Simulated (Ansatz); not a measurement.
One change: `COB(O)O` becomes `NB(O)O`.

Ansatz, PBE0-D4/def2-TZVP geometries, multiplicity 1. Each molecule was computed in one conformer, which needn't be the lowest.

```tsv
property	`COB(O)O`
LUMO energy (B3LYP/def2-TZVPP) / eV	0.36
HOMO energy (ωB97M-V/def2-TZVPP) / eV	-10.85
size of the dipole moment (ωB97M-V/def2-TZVPP) / D	0.27
size of the dipole moment (PBE/def2-TZVPP) / D	0.24
HOMO energy (PBE0/def2-TZVPP) / eV	-8.43
HOMO–LUMO gap (B3LYP/def2-TZVPP) / eV	8.55
```

What does the change do to each property? (Best estimate.)

Ansatz gave: 
```tsv
property	`NB(O)O`	shift
LUMO energy (B3LYP/def2-TZVPP) / eV	0.18	-0.18
HOMO energy (ωB97M-V/def2-TZVPP) / eV	-10.01	0.84
size of the dipole moment (ωB97M-V/def2-TZVPP) / D	1.99	1.72
size of the dipole moment (PBE/def2-TZVPP) / D	1.93	1.69
HOMO energy (PBE0/def2-TZVPP) / eV	-7.59	0.84
HOMO–LUMO gap (B3LYP/def2-TZVPP) / eV	7.52	-1.03
```

With PBE0 the HOMO rises by 0.84 eV and the LUMO falls by 0.18 eV, so the gap narrows by about 1.02 eV. PBE moves the HOMO by 0.74 eV and ωB97M-V by 0.84 eV. The zero-point energy changes by -43.6 kJ/mol with -6 modes. Dipoles are sizes alone; their direction can turn.

B3LYP here is the variant with VWN-RPA as its local correlation; programs differ in this.
